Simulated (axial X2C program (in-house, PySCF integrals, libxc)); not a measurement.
MgRu: cheaper levels and CCSD(T), 2c

Computed with an in-house all-electron X2C program for linear molecules (integrals from PySCF). Two-component (2c) means X2C with spin–orbit coupling and atomic mean-field two-electron Coulomb and Gaunt terms. Basis: Ru dyall-cv3z [12s12p8d5f3g], Mg dyall-cv3z [9s8p6d3f] (cores contracted in-house); Gaussian nuclei, density fitting, unrestricted open shells. Masses: Ru 101.904 u, Mg 23.985 u.

State: Ω = 2 (⟨Sz⟩ = 1.98, ⟨Lz⟩ = 0.02 at HF); fragments Ru + Mg.

```
level  Re (Å)  ωe (cm⁻¹)
 PBE0   2.622      233.0
  MP2   2.624      239.9
 CCSD   2.657      219.1
```

Correlated methods: 10 electrons correlated (number of frozen shells: Ru 4 s, 3 p, 1 d; Mg 2 s, 1 p), 335 virtual spin orbitals or spinors in MP2, 90 natural virtuals in coupled cluster.

CCSD(T), same Hamiltonian and basis:

Re = 2.636 Å, ωe = 231.9 cm⁻¹; T1 = 0.032 (Lee–Taylor normalisation).

Task: Give the differences from CCSD(T) in the columns below.

Result: 

| level | ΔRe (Å) | Δωe (cm⁻¹) |
| --- | --- | --- |
| PBE0 | -0.014 | 1.1 |
| MP2 | -0.012 | 8.0 |
| CCSD | 0.021 | -12.8 |

The state is a single determinant with fixed occupations, the lowest that a limited PBE0 search found. De is not given where an atomic determinant may have missed its ground term or J level, or where the truncated virtual space spoils (T). Density functionals use the spin component along the axis (collinear). CCSD and (T) use frozen natural virtuals with an MP2 correction for the truncation; (T) itself is uncorrected, so its De runs slightly low. PBE0 can misorder states that lie within some tenths of an eV, so this need not be the ground state of the molecule. The nearest other 2c determinant of the search, Ω = 5, lies 0.26 eV up at the distance of the search. Without a current term, density functionals place determinants with orbital angular momentum somewhat too high. With several unpaired electrons one determinant need not be a pure state. Open-shell Ω = 0 determinants with evenly filled partner blocks cannot be reached by this program, so the Ω shown need not be the lowest component. The determinant is spin-polarised beyond a pure state at some levels (its spin-free form has ⟨S²⟩ too high), which makes Re and μ there less reliable.
